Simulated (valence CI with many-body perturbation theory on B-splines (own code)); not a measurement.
The numbers below are computed, except where a source is named.
Pm³⁰⁺: magnetic and hyperfine properties of the levels

Method: relativistic CI+MBPT: three valence electrons over a frozen Dirac-Fock core [Ar] 3d10, radial functions for each j: 11 s, 11 p, 9 d, 7 f, 5 g, 2 h, 1 i, with the one-electron correlation potential Σ1 (screened to all orders), the two-electron term Σ2, the three-electron term Σ3, Breit, model QED; selected single and double excitations, second order for the rest (own B-spline code, finite nucleus).

The last digits are not significant, and no measured levels were compared; by estimate large intervals hold to a few tenths of a per cent, small ones and those within an open d or f shell to about a per cent.

A/g_I is the dipole constant over the nuclear g factor μ/I (μ in nuclear magnetons, uniformly magnetised nucleus), B/Q the quadrupole constant per barn. Both hold the static response of the core; the bare values leave it out. Large factors of s and p1/2 electrons are usually good to 5 to 10 %; those of open d and f shells near neutrality can be off by tens of per cent, and small factors of p3/2, d and f electrons come from cancelling terms and can be off by a factor of two or in sign, in half-filled shells by more. B is blank for J = 1/2, where it vanishes, and for nearly pure S terms. Energies count from the lowest level.

Levels are named by their leading jj configuration (3d3/2^4 stands for four electrons in 3d with j = 3/2), which in mixed levels can hold well under half, so a name can repeat and another be missing. Letters in brackets count levels of one name in rising energy.

```csv
Level,E (eV),g,A/g_I (MHz),A/g_I bare,B/Q (MHz/b),B/Q bare
(4s^2 4p1/2) J=1/2,0.00,0.662,185000,178000,,
(4s^2 4p3/2) J=3/2,34.45,1.331,26800,25600,51200,49100
(4s 4p1/2^2) J=1/2,65.21,2.354,545000,523000,,
(4s 4p1/2 4p3/2) J=3/2 [a],91.25,1.684,148000,142000,41600,39800
(4s 4p1/2 4p3/2) J=5/2,97.04,1.399,169000,163000,20200,19400
(4s 4p1/2 4p3/2) J=3/2 [b],105.82,0.932,-4250,-4030,44400,42600
(4s 4p1/2 4p3/2) J=1/2,109.09,1.172,-137000,-132000,,
(4s 4p3/2^2) J=5/2,128.82,1.393,136000,131000,25200,24200
(4s 4p3/2^2) J=3/2,142.97,1.162,-54400,-52100,-25700,-24600
(4s 4p3/2^2) J=1/2,143.60,1.804,585000,562000,,
(4s^2 4d3/2) J=3/2,152.55,0.880,-15900,-15000,9900,9560
(4s^2 4d5/2) J=5/2,157.82,1.201,15600,15300,16500,16000
(4p1/2^2 4p3/2) J=3/2,173.07,1.338,22300,21700,46400,44500
(4s 4p1/2 4d3/2) J=3/2 [a],199.69,0.868,-37500,-35800,3150,3090
(4p1/2 4p3/2^2) J=5/2,200.81,1.154,96000,92300,-11900,-11300
(4p1/2 4p3/2^2) J=3/2,202.63,1.052,-27500,-26200,7740,7440
(4s 4p1/2 4d3/2) J=5/2,207.06,1.083,72600,70000,5750,5570
(4p1/2 4p3/2^2) J=1/2,212.08,0.660,177000,169000,,
(4s 4p1/2 4d3/2) J=3/2 [b],214.45,1.341,87600,84700,7450,7150
(4s 4p1/2 4d3/2) J=1/2,214.48,0.358,-225000,-215000,,
(4s 4p1/2 4d5/2) J=5/2 [a],214.99,1.436,92400,89300,12200,11700
(4s 4p1/2 4d5/2) J=7/2,215.58,1.256,108000,104000,-510,-360
(4s 4p1/2 4d5/2) J=5/2 [b],224.70,0.955,10600,10400,28600,27600
(4s 4p1/2 4d5/2) J=3/2,228.20,1.008,-55400,-52800,11700,11300
(4p3/2^3) J=3/2,238.07,1.291,46600,44900,-34300,-32900
(4s 4p3/2 4d5/2) J=9/2,240.67,1.331,78700,75900,62500,59900
(4s 4p3/2 4d3/2) J=5/2 [a],241.45,1.280,94700,91100,8430,8050
(4s 4p3/2 4d3/2) J=1/2 [a],241.52,2.359,315000,303000,,
(4s 4p3/2 4d3/2) J=7/2,242.54,1.331,90100,86900,24600,23700
(4s 4p3/2 4d3/2) J=3/2 [a],242.54,1.456,70400,68000,-14900,-14300
(4s 4p3/2 4d5/2) J=5/2 [a],249.51,1.331,119000,115000,-25500,-24400
(4s 4p3/2 4d3/2) J=3/2 [b],250.14,0.980,-29200,-27800,-25700,-24600
(4s 4p3/2 4d3/2) J=5/2 [b],254.87,0.904,-28000,-26700,35600,34200
(4s 4p3/2 4d5/2) J=7/2 [a],256.06,1.150,4730,4790,60900,58500
(4s 4p3/2 4d5/2) J=7/2 [b],257.32,1.204,49900,48300,26200,25200
(4s 4p3/2 4d3/2) J=1/2 [b],258.96,0.603,4260,4540,,
(4s 4p3/2 4d5/2) J=1/2,264.22,0.673,-113000,-108000,,
(4s 4p3/2 4d5/2) J=3/2,266.98,1.311,117000,113000,15100,14500
(4s 4p3/2 4d3/2) J=3/2 [c],267.78,1.066,24100,23300,-39200,-37500
(4s 4p3/2 4d5/2) J=5/2 [b],267.89,1.145,-42200,-40100,-23600,-22600
```

(1) Take the isotope of mass number 147, with I = 7/2, μ = 2.58 μN and Q = 0.74 b. What is the hyperfine structure of (4s 4p3/2^2) J=5/2?

Answers

(1) From the table A = 100000 MHz, B = 18600 MHz. Shifts from the centre of gravity in MHz: F = 1: -1120000, F = 2: -920000, F = 3: -626000, F = 4: -231000, F = 5: 270000, F = 6: 880000.
